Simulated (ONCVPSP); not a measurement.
Before and after: ONCV potential for W (Z = 74)

ONCVPSP 4.0.1 input, shortened (lines: element, Z, core and valence counts, functional; n l f; lmax; l rc ep ncon nbas qcut; lloc lpopt rc5 dvloc0; l nproj debl; icmod fcfact rcfact), PBE, scalar-relativistic:

```
  W 74.00    9    5        4      upf
    1    0    2.00
    2    0    2.00
    2    1    6.00
    3    0    2.00
    3    1    6.00
    3    2   10.00
    4    0    2.00
    4    1    6.00
    4    2   10.00
    4    3   14.00
    5    0    2.00
    5    1    6.00
    5    2    4.00
    6    0    2.00
    3
    0    1.90    0.00    4    8    5.30
    1    1.85    0.00    4    8    6.80
    2    2.35    0.00    3    8    8.10
    3    0.80    0.00    4    8   18.40
    4    5    0.70    6.00
    0    2    2.80
    1    2    1.50
    2    1    4.00
    3    2    1.20
    0    0.00    0.00
```

In the p channel the program set the typed energies aside and used -1.588, 0.250 Ha. In the f channel the program set the typed energies aside and used -1.220, 0.250 Ha.

Change: s: qcut 6.2; p: qcut 8; d: qcut 9.5; f: qcut 21.7.

Cutoffs: the cutoffs (Ha) at which the residual kinetic energy of the hardest occupied pseudo-wave falls to 1 and 0.1 mHa per electron; they do not see the model core or the augmentation charge, which bear on the density cutoff. Errors are all-electron minus pseudo energies relative to the spin-unpolarised reference configuration.

How do hardness, ghosts and transferability respond?

The potential gets neither clearly harder nor softer (202 Ha and 424 Ha → 204 Ha and 221 Ha); both files keep a bound ghost (p, s); of the 4 tests that both files solve, the error grows in 0 and shrinks in 1 by more than 15 % and 0.3 meV (median size 12.7 → 6.8 meV); the range in which the p phases agree widens (upper end -0.3 → at the end of the scan).

```tsv
quantity	base	changed
cutoff, loose	202 Ha	204 Ha
cutoff, tight	424 Ha	221 Ha
loose cutoff by channel	s 11 Ha, p 11 Ha, d 15 Ha, f 202 Ha	s 13 Ha, p 16 Ha, d 14 Ha, f 204 Ha
bound ghosts	s, p	s, p
GHOST(+) flags under 300 eV	none	none
error for 4f14 5s2 5p6 5d4 6s1, meV [ΔE 8.88 eV]	-4.8	-4.5
error for 4f14 5s2 5p6 5d4 6s0, meV [ΔE 24.56 eV]	-17	-15
error for 4f14 5s2 5p6 5d3 6s0, meV [ΔE 49.95 eV]	-8.7	-9.2
error for 4f13 5s2 5p6 5d5 6s1, meV [ΔE 41.82 eV]	+143	-4.5
s: phases at 1.93 bohr within 0.05 rad from the reference energy up to (Ha; the scan ends near 5)	to the end of the scan	to the end of the scan
p: phases at 1.87 bohr within 0.05 rad from the reference energy up to (Ha; the scan ends near 5)	-0.3	to the end of the scan
d: phases at 2.38 bohr within 0.05 rad from the reference energy up to (Ha; the scan ends near 5)	1.2	1.3
f: phases at 0.81 bohr within 0.05 rad from the reference energy up to (Ha; the scan ends near 5)	to the end of the scan	to the end of the scan
```

 A true bound ghost makes a file unfit for plane-wave use even where its test errors are small: the radial tests pick states by their node count and pass the ghost by.
